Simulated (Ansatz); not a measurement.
Total energies of the cluster HfS2⁻ from Ansatz at CCSD(T)/def2-TZVPPD, gas phase (1 Eh = 27.2114 eV = 2625.5 kJ/mol). The reference geometry is relaxed at PBE-D4/def2-TZVPD.

```
atom   x (Å)   y (Å)   z (Å)
 Hf1   0.399   0.688   0.112
  S2  -1.880   0.593   0.170
  S3   1.481  -1.281  -0.282
```

```json
{"state": "charge -1 doublet", "geometry": "reference", "energy (Eh)": "-843.39946"}
{"state": "charge 0 singlet", "geometry": "reference", "energy (Eh)": "-843.30710"}
{"state": "charge -1 quartet", "geometry": "relaxed at PBE-D4/def2-TZVPD", "energy (Eh)": "-843.31314"}
```

In the def2 sets Hf takes a core potential; there is no spin–orbit coupling. Correlated methods freeze 10 core orbitals; core or outer-core shells of Hf are correlated, in sets that lack core-valence functions.

(1) Work out the vertical ionisation energy to the singlet.

(2) Which of the charge -1 states is lowest, and how far above it are the others?

(1) E(charge 0 singlet) − E(charge -1 doublet) = -843.30710 − (-843.39946) = 0.09236 Eh = 2.51 eV.

(2) The doublet. quartet: -843.31314 − (-843.39946) = 0.08632 Eh = 226.6 kJ/mol.

At CCSD(T)/def2-TZVPPD T1 of the charge -1 quartet is large (up to 0.055), so the single-reference result is doubtful.

The structure comes from a short search, and lower isomers may exist.
